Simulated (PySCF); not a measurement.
Structure with atom numbers: `[CH2:1]=[CH:2][Si@:3]([Cl:4])([C:5]#[C:6][CH3:7])[N:8]=[CH2:9]`. Each H is labelled by its parent atom. Ha(C1), Ha(C9) are cis to Si3; Hb(C1), Hb(C9) are trans to Si3.

Level of theory: GFN2-xTB structure, σ from GIAO-PBE0/pcSseg-1, in PySCF 2.14.0 with density-fitted response routines (a single conformation, rapidly exchanging positions averaged, non-relativistic, no solvent).

Shifts are taken against calculated references (same method and geometry level): TMS for ¹³C (186.93 ppm).

**Question.** Do the ¹³C shifts follow the atomic charges (in e)? Tabulate both.

**Answer.** 
```json
{"atoms": "C9", "hybridisation": "sp2", "δ (ppm)": "174.8", "σ para (ppm)": "-242", "Hirshfeld": "+0.04", "IAO": "-0.06", "Mulliken": "+0.07", "ESP-fitted": "+0.39"}
{"atoms": "C2", "hybridisation": "sp2", "δ (ppm)": "142.1", "σ para (ppm)": "-219", "Hirshfeld": "-0.14", "IAO": "-0.44", "Mulliken": "-0.49", "ESP-fitted": "-0.33"}
{"atoms": "C1", "hybridisation": "sp2", "δ (ppm)": "141.6", "σ para (ppm)": "-208", "Hirshfeld": "-0.08", "IAO": "-0.26", "Mulliken": "-0.14", "ESP-fitted": "-0.22"}
{"atoms": "C6", "hybridisation": "sp", "δ (ppm)": "113.5", "σ para (ppm)": "-201", "Hirshfeld": "-0.02", "IAO": "+0.02", "Mulliken": "-0.14", "ESP-fitted": "+0.24"}
{"atoms": "C5", "hybridisation": "sp", "δ (ppm)": "82.8", "σ para (ppm)": "-160", "Hirshfeld": "-0.20", "IAO": "-0.41", "Mulliken": "-0.43", "ESP-fitted": "-0.43"}
{"atoms": "C7", "hybridisation": "sp3", "δ (ppm)": "5.7", "σ para (ppm)": "-71", "Hirshfeld": "-0.09", "IAO": "-0.44", "Mulliken": "-0.16", "ESP-fitted": "-0.55"}
```

Correlation coefficients of δ with charge over these carbons: Hirshfeld +0.41, IAO +0.51, Mulliken +0.20, ESP-fitted +0.68; with the paramagnetic shielding -0.99. With so few points, grouped by hybridisation, these coefficients are fragile. Charge is one influence among several: hybridisation and low-lying excitations act through the paramagnetic term.

Shifts are as computed. Against solution values, carbons near 30 ppm lie about +3 ppm off and those near 130 ppm about +5 ppm. Of 1309 compounds with measured shifts, 239 miss one by over three times the rms of a fit or turn the order of signals round; such compounds aren't used in these exercises.
